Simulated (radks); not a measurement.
Results of a calculation; reference values are marked as such.
Spherical quantum dot in the effective-mass picture: electrons in a parabolic well V = omega^2 r^2 / 2 with omega = 2.13, with a point charge +1 (a donor) at the centre, all in effective atomic units (hartree* = m*/eps^2 hartree, bohr* = eps/m* bohr), one dielectric constant everywhere. Level of theory: non-relativistic Kohn-Sham, PBEsol, spin-polarised, spherical densities (a radial shooting solver with Libxc functionals). Levels are named by radial order and angular momentum (1s, 1p, 1d, 2s, ...), and open shells are averaged over m.

N = 20, configuration 1s2 1p6 1d10 2s2. This is the lowest configuration that the search found. Occupied and some empty levels:

level,occupation,eigenvalue (hartree*),<r> (bohr*)
1s,2,16.071,0.9187
1p,6,17.540,1.288
2s,2,18.748,1.312
1d,10,18.912,1.506
1f,0,20.358,1.673
2p,0,20.571,1.498
1g,0,21.887,1.814

Energy (hartree*): total 237.184, kinetic 43.872, external 76.029, Hartree 131.07, exchange-correlation -13.782.

Electron density:

r (bohr*),n(r) (e/bohr*^3)
0.0576,2.999
0.202,2.205
0.347,1.617
0.491,1.227
0.636,1.011
0.781,0.9227
0.925,0.9027
1.07,0.8917
1.22,0.8460
1.36,0.7486
1.50,0.6067
1.65,0.4459
1.79,0.2963
1.94,0.1762
2.08,0.09433
2.23,0.04510
2.37,0.01937
2.52,0.007545
2.66,0.002623
2.81,0.0008179
